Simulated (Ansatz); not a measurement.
**Abstraction of Cl: GeH2Cl2 + SiH3(SiH2) → GeH2Cl + SiH2(SiH3)Cl**

Species: GeH2Cl2 (dichlorogermane) `[Cl][GeH2][Cl]`, singlet; SiH3(SiH2), doublet; GeH2Cl `[Cl][GeH2]`, doublet; SiH2(SiH3)Cl, singlet. A radical takes Cl: the energy is the difference in strength between the Ge–Cl bond broken and the Si–Cl bond made.

Shapes, held fixed at every level: PBE0-D4/def2-TZVP. Programs: Ansatz 0.2.0. The zero-point and thermal change to 298 K, harmonic and unscaled (PBE0-D4/def2-TZVP), is +0.7 kJ/mol.

**Question.** Estimate ΔH(298 K) of this reaction.

**Answer.** The highest level, CCSD(T)/def2-TZVPP, gives ΔH(298 K) = -27.3 kJ/mol; the levels span -35.0 to -19.5. The column of differences is taken from that level and isn't an error. No measured value is set beside it here. Open shells run unrestricted unless RO is named. Relativity is left out for Ge unless named. Correlated rows may include outer-core shells of Ge, which these sets cover unevenly.

```
                level                    kind  ΔH(298 K) (kJ/mol)  less CCSD(T)/def2-TZVPP
          HF/def2-SVP            Hartree–Fock               -22.9                     +4.4
 r2SCAN-D4/def2-TZVPP                meta-GGA               -30.7                     -3.4
r2SCAN0-D4/def2-TZVPP           global hybrid               -30.9                     -3.6
   wB97X-V/def2-TZVPP  range-separated hybrid               -35.0                     -7.7
    B2PLYP/def2-TZVPP           double hybrid               -34.9                     -7.6
         MP2/def2-SVP     perturbation theory               -19.5                     +7.8
   CCSD(T)/def2-TZVPP   coupled cluster or CI               -27.3                      0.0
```
